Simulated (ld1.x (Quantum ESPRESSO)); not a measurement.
## Before and after: PAW potential for hydrogen

```json
{"Element": "hydrogen", "Generator": "ld1.x (Quantum ESPRESSO) 7.5", "Type": "PAW", "Functional": "PBE", "Relativity": "scalar-relativistic", "Frozen core": "none", "Valence charge": "1", "Reference configuration": "1s1", "Partial waves": "1s (bound): rcut 0.95, rcutus 1.15 bohr; 1s channel at 2.6 Ry: rcut 0.95, rcutus 1.15 bohr; 2p channel at 0.2 Ry: rcut 0.75, rcutus 1.00 bohr; 2p channel at 1 Ry: rcut 0.75, rcutus 1.00 bohr", "Local potential": "all-electron potential smoothed inside 0.75 bohr (lloc = -1)", "Core correction": "none", "Augmentation charge": "PSQ, inside the norm-conserving radii"}
```

Change: all radii scaled by about 0.84 (s 0.96, p 0.84 bohr, rcut 0.80/0.64); local potential all-electron potential smoothed inside 0.64 bohr (lloc = -1).

Cutoffs: the cutoffs (Ry, on a coarse ladder) from which the occupation-weighted sum of valence levels, in a spherical-Bessel basis at the reference potential, stays within 10 and 1 mRy of its value at 400 Ry; they do not see the model core or the augmentation charge, which bear on the density cutoff. Errors are all-electron minus pseudo energies relative to the spin-unpolarised reference configuration.

**Question.** Predict the effect on cutoff, ghosts and configuration errors.

**Answer.** The potential gets harder (18 Ry and 30 Ry → 21 Ry and 40 Ry); neither file shows a bound ghost. A smaller radius makes the pseudo-wave follow the all-electron one further in, where it bends more sharply, so more plane waves are needed.

| quantity | base | changed |
| --- | --- | --- |
| cutoff, loose | 18 Ry | 21 Ry |
| cutoff, tight | 30 Ry | 40 Ry |
| bound ghosts | none | none |
| error for 1s0.5, meV [ΔE 4.76 eV] | 0.0 | 0.0 |
| lowest overlap eigenvalue by channel | s 0.96, p 0.69 | s 0.99, p 0.66 |
